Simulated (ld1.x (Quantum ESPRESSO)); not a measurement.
## Scattering properties, TM potential for Bi (Z = 83)

| Item | Value |
| --- | --- |
| Element | bismuth (Bi) |
| Generator | ld1.x (Quantum ESPRESSO) 7.5 |
| Type | norm-conserving Troullier–Martins (Kleinman–Bylander form) |
| Functional | PBEsol |
| Relativity | fully relativistic |
| Frozen core | [Xe] 4f14 5d10 |
| Valence charge | 5 |
| Reference configuration | 6s2 6p2 (charge +1) |
| Partial waves | 6p (bound): rc 1.85 bohr; 6d channel at -0.15 Ry: rc 1.75 bohr; 6s (bound): rc 1.90 bohr |
| Local potential | the s channel |
| Core correction | a·sin(br)/r model core, default radius (core density twice the valence density) |

Open shells are filled in proportion to 2j + 1 (rel_dist='average').

The phase is arctan(r·u′/u) with u = r·R(r), unwrapped; energies in Ry, scanned from -4 to 5 Ry. A pole is an energy at which the radial function vanishes at the test radius. The pseudo phase is shifted by a multiple of π to meet the all-electron one at the reference energy, and phase errors are pseudo minus all-electron; the curves can meet again beyond the range given. Levels narrower than the energy grid can be missing from the lists of poles. Where the grid stepped over a known ghost or core level, its pole and its step of π were put in at the level’s energy.

Question: For each channel, where are the poles, and over which energies does the pseudopotential scatter like the atom?

Answer:

| channel | radius (bohr) | reference energy (Ry) | poles, all-electron | poles, pseudo | unbroken range about the reference energy with phases within 0.05 rad | phase error 1 Ry above the reference energy (rad) |
| --- | --- | --- | --- | --- | --- | --- |
| s | 2.04 | -1.63 | 2.23 | 1.90 | below 3.8 | -0.005 |
| p1/2 | 2.04 | -0.97 | 4.07 | 3.53 | the whole range | -0.013 |
| p3/2 | 2.04 | -0.80 | none | 3.92 | below 0.2 | -0.051 |
| d3/2 | 2.04 | -0.15 | -2.19 | -2.37 | -2.2 to 1.7 | -0.006 |
| d5/2 | 2.04 | -0.15 | -1.89 | -2.06, -0.53 | -0.5 to 1.7 | -0.008 |

Note: ghost states, extra bound levels that the all-electron valence spectrum of the same l lacks: p3/2 at -124954.4 eV, d3/2 at -39.3 eV, d5/2 at -7.1 eV. A true bound ghost makes a file unfit for plane-wave use.

Phases in the d3/2 channel:

```csv
E (Ry),all-electron,pseudo
-4.00,1.161,1.089
-3.76,1.091,0.958
-3.52,0.965,0.658
-3.28,0.672,-0.160
-3.04,-0.152,-1.035
-2.80,-1.054,-1.364
-2.56,-1.384,-1.505
-2.32,-1.524,-1.583
-2.08,-1.601,-1.634
-1.84,-1.652,-1.672
-1.60,-1.689,-1.702
-1.36,-1.720,-1.727
-1.12,-1.746,-1.750
-0.88,-1.770,-1.772
-0.64,-1.793,-1.794
-0.40,-1.816,-1.816
-0.16,-1.839,-1.839
0.08,-1.865,-1.865
0.32,-1.892,-1.893
0.56,-1.923,-1.926
0.80,-1.958,-1.964
1.04,-2.000,-2.011
1.28,-2.050,-2.068
1.52,-2.111,-2.142
1.76,-2.189,-2.241
2.00,-2.289,-2.376
2.24,-2.423,-2.567
2.48,-2.602,-2.833
2.72,-2.836,-3.171
2.96,-3.122,-3.523
3.20,-3.422,-3.817
3.44,-3.690,-4.032
3.68,-3.902,-4.183
3.92,-4.061,-4.292
4.16,-4.180,-4.373
4.40,-4.270,-4.435
4.64,-4.339,-4.484
4.88,-4.394,-4.524
```
